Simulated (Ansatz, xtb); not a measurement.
Relative energy of two isomers of C2HGaO

Structure X is `OC#[C][Ga]`, a singlet and structure Y is `C#C[O][Ga]`, a singlet. Both are isolated molecules in the gas phase, relaxed with PBE-D3(BJ)/def2-SVP.

Which of the two would you expect CCSD(T)/def2-TZVPP electronic energies to favour?

Structure Y; the calculation gives E(Y) − E(X) = −18.5 kcal/mol.

Level by level:

```json
{"level": "GFN2-xTB", "geometry": "GFN2-xTB", "E(Y) − E(X) (kcal/mol)": "−55.3", "departure from the last row (kcal/mol)": "−36.7", "job, with rough time for the two": "optimisation, 0.76 s"}
{"level": "HF/STO-3G", "geometry": "GFN2-xTB", "E(Y) − E(X) (kcal/mol)": "−29.5", "departure from the last row (kcal/mol)": "−10.9", "job, with rough time for the two": "single point, 13 s"}
{"level": "r2SCAN-D4/def2-SVP", "geometry": "GFN2-xTB", "E(Y) − E(X) (kcal/mol)": "−23.0", "departure from the last row (kcal/mol)": "−4.5", "job, with rough time for the two": "single point, 8.8 s"}
{"level": "PBE-D3(BJ)/def2-SVP", "geometry": "PBE-D3(BJ)/def2-SVP", "E(Y) − E(X) (kcal/mol)": "−23.3", "departure from the last row (kcal/mol)": "−4.8", "job, with rough time for the two": "optimisation, 43 s"}
{"level": "HF/def2-TZVPP", "geometry": "PBE-D3(BJ)/def2-SVP", "E(Y) − E(X) (kcal/mol)": "−20.8", "departure from the last row (kcal/mol)": "−2.3", "job, with rough time for the two": "part of the CCSD(T) run"}
{"level": "MP2/def2-TZVPP", "geometry": "PBE-D3(BJ)/def2-SVP", "E(Y) − E(X) (kcal/mol)": "−19.3", "departure from the last row (kcal/mol)": "−0.8", "job, with rough time for the two": "part of the CCSD(T) run"}
{"level": "CCSD(T)/def2-TZVPP", "geometry": "PBE-D3(BJ)/def2-SVP", "E(Y) − E(X) (kcal/mol)": "−18.5", "departure from the last row (kcal/mol)": "", "job, with rough time for the two": "single point, 2.8 min"}
```

As drawn, Y has 1 Ga–O, 1 C–H in place of 1 C–Ga, 1 O–H.

None of the levels shown reverses the order. The largest departure from CCSD(T)/def2-TZVPP is that of GFN2-xTB, 36.7 kcal/mol.

With harmonic frequencies from PBE-D3(BJ)/def2-SVP (ideal gas, rigid rotor, one conformer each, 298.15 K, 1 atm): on the last row, ΔE + ΔZPE = −18.8 kcal/mol. A mode under 50 cm⁻¹ makes harmonic enthalpies and free energies unreliable, so none is given.

The correlated steps freeze 12 core orbitals; the filled d shell of Ga is correlated, in a basis made for valence electrons. Codes used: Ansatz 0.2.0, xtb 6.7.1; the last row on 1 thread of AMD EPYC (Zen 3) on a shared host.
